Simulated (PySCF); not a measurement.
Isomers of C7H6F2O, mass 144.039 u with the commonest isotopes. Theory: PBE0/pcSseg-1 in PySCF (dipole) on a GFN2-xTB geometry, gas phase. One conformer each, none proved a minimum here; rigid rotors.

Question: Order these by out-of-plane moment Σ m c² = (Ia + Ib − Ic)/2, largest first.
A. `[OH:1][c:2]1[cH:3][cH:4][c:5]([CH:6]([F:7])[F:8])[cH:9][cH:10]1` with H–O1–C2–C3 0°, C4–C5–C6–F7 -62°
B. `[F:1][CH:2]([F:3])[O:4][c:5]1[cH:6][cH:7][cH:8][cH:9][cH:10]1` with F1–C2–O4–C5 -162°, C2–O4–C5–C6 162°
C. `[CH3:1][O:2][c:3]1[cH:4][cH:5][c:6]([F:7])[c:8]([F:9])[cH:10]1` with C1–O2–C3–C4 180°

Answer: A (44.32 u·Å²), B (15.29 u·Å²), C (1.61 u·Å²).

Question: Order these by rotational constant B, largest first.
A. `[CH3:1][O:2][c:3]1[cH:4][cH:5][c:6]([F:7])[c:8]([F:9])[cH:10]1` with C1–O2–C3–C4 180°
B. `[F:1][CH:2]([F:3])[O:4][c:5]1[cH:6][cH:7][cH:8][cH:9][cH:10]1` with F1–C2–O4–C5 -162°, C2–O4–C5–C6 162° (PhOCF2H)
C. `[CH3:1][c:2]1[cH:3][c:4]([F:5])[c:6]([OH:7])[cH:8][c:9]1[F:10]` with C4–C6–O7–H 0°
D. `[OH:1][c:2]1[cH:3][cH:4][c:5]([CH:6]([F:7])[F:8])[cH:9][cH:10]1` with H–O1–C2–C3 0°, C4–C5–C6–F7 -62°

Answer: C (1048 MHz), A (900.7 MHz), B (761.0 MHz), D (719.3 MHz).

Question: Order these by rotational constant A, smallest first.
A. `[OH:1][c:2]1[cH:3][cH:4][c:5]([CH:6]([F:7])[F:8])[cH:9][cH:10]1` with H–O1–C2–C3 0°, C4–C5–C6–F7 -62°
B. `[CH3:1][c:2]1[cH:3][c:4]([F:5])[c:6]([OH:7])[cH:8][c:9]1[F:10]` with C4–C6–O7–H 0°
C. `[CH3:1][O:2][c:3]1[cH:4][cH:5][c:6]([F:7])[c:8]([F:9])[cH:10]1` with C1–O2–C3–C4 180°

Answer: B (2303 MHz), C (2693 MHz), A (3607 MHz).

```tsv
SMILES	point group	Ia (u·Å²)	Ib (u·Å²)	Ic (u·Å²)	κ	μa (D)	μb (D)	μc (D)
COc1ccc(F)c(F)c1	Cs	187.65	561.10	745.53	-0.78	3.03	0.10	0.01
Oc1ccc(C(F)F)cc1	near Cs	140.09	702.63	754.09	-0.97	2.23	0.22	0.07
Cc1cc(F)c(O)cc1F	–	219.46	482.37	698.72	-0.59	0.27	1.35	0.03
FC(F)Oc1ccccc1	C1	139.15	664.14	772.70	-0.93	2.52	0.60	1.29
```
